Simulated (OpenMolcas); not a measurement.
**Nb3+: ligand-field states by method**

Nb3+ with its 6 nearest fluoride ions at 2.072 Å, on the Cd site of idealised cubic KCdF3 (a = 4.302 Å, distance in the model lattice 2.151 Å). The rest of the host is ab initio model potentials to 7.6 Å, with orthogonalisation functions on the cations behind the ligands, and point charges beyond; the distance is set by hand and nothing relaxes, and no local charge compensation is placed. Ligand basis ANO-RCC-VDZP.
```
Nb    0.0000    0.0000    0.0000
F     2.0720    0.0000    0.0000
F     0.0000    2.0720    0.0000
F    -2.0720    0.0000    0.0000
F     0.0000   -2.0720    0.0000
F     0.0000    0.0000    2.0720
F     0.0000    0.0000   -2.0720
```

* Program: OpenMolcas
* Basis: ANO-RCC-VTZP [7s6p4d2f1g]
* Scalar Hamiltonian: DKH2, point nucleus
* Active space: 2 electrons in 5 orbitals (4d)
* State averaging: 2S+1 = 3 even, 10 roots; 2S+1 = 1 even, 15 roots
* Spin-orbit coupling: RASSI with atomic mean-field integrals over the reference wave functions

I. CASSCF
II. SS-CASPT2, IPEA 0.25 Eh, imaginary shift 0.1 Eh (closed shells correlated: 4s 4p and the ligand valence shells)

Spin-free states (labels of O, the rotations of Oh) in cm-1, each column counted from its own energy of the first state listed:

| State | Degeneracy | I | II |
| --- | --- | --- | --- |
| 3T1 | 3 | 0 | 0 |
| 1E | 2 | 9916 | 7520 |
| 1T2 | 3 | 10050 | 7400 |
| 1A1 | 1 | 22545 | 17490 |
| 3T2 | 3 | 24811 | 25630 |
| 3T1 | 3 | 33736 | 32380 |
| 1T2 | 3 | 36240 | 34110 |
| 1T1 | 3 | 38506 | 36080 |
| 3A2 | 1 | 51327 | 52760 |
| 1E | 2 | 62870 | 60900 |
| 1A1 | 1 | 76028 | 70940 |

From I to II, I's first state of the same spin (3T2) moves from 24811 to 25630 cm-1, by about +820 cm-1.

From I to II, I's first state of another spin (1E) moves from 9916 to 7520 cm-1, by about -2400 cm-1. In II another state of that kind comes below it.

I: A least-squares ligand-field fit to the states below 45000 cm-1, each weighted by its degeneracy and with a free common offset, gives 10Dq = 26402 cm-1, B = 694 cm-1 and C = 2733 cm-1 (C/B = 3.94), with an rms deviation of 84 cm-1. The same method and metal basis give the free ion B = 757 cm-1 (fit to its terms below 60000 cm-1, rms deviation 27 cm-1), so the nephelauxetic ratio is β = 694 / 757 = 0.92; it hangs on how both fits weigh the states, and computed free-ion B values tend to be too large, so β mixes covalency with correlation.

II: A least-squares ligand-field fit to the states below 45000 cm-1, each weighted by its degeneracy and with a free common offset, gives 10Dq = 26920 cm-1, B = 536 cm-1 and C = 2031 cm-1 (C/B = 3.79), with an rms deviation of 34 cm-1. The same method and metal basis give the free ion B = 697 cm-1 (fit to its terms below 60000 cm-1, rms deviation 532 cm-1), so the nephelauxetic ratio is β = 536 / 697 = 0.77; it hangs on how both fits weigh the states, and computed free-ion B values tend to be too large, so β mixes covalency with correlation.

From I to II, 10Dq changes by +2 %, B by -23 % and C by -26 %.

χT at 300 K: I 0.46, II 0.46 cm3 K/mol.

Roots that are degenerate in the reference are averaged as groups; the widest CASPT2 spread within a group is 71 cm-1 (the 3-fold group of multiplicity 1 near 34100 cm-1 above the lowest state of its run, II). Shifts and gaps below about the spread of the groups concerned are not significant. Over all roots computed the reference weight is 0.73 in II; a low but even weight reflects the number of correlated electrons. An orbital triplet at a regular site is open to Jahn-Teller coupling, which can distort the site and quench the lowest spin-orbit gaps and is left out. The least metal-like active orbital is 84 % on the metal (Löwdin) and no ligand orbital is active, so the numbers are rough. Ligand-to-metal charge-transfer states are missing. With no ligand orbital active B as a rule stays too high, so bands that hang on it stand too high and its fall with covalency is understated. Without dynamic correlation the repulsion within the d shell is too large (B by tens of per cent), so at a given field states of lower spin stand too high (holds for I). With metal d orbitals alone the field can be off either way by tens of per cent (holds for I). With one d shell and no ligand orbital active, 10Dq can be off by a tenth or more (holds for II). No measured value stands beside these numbers; the geometry was set by hand and not optimised.
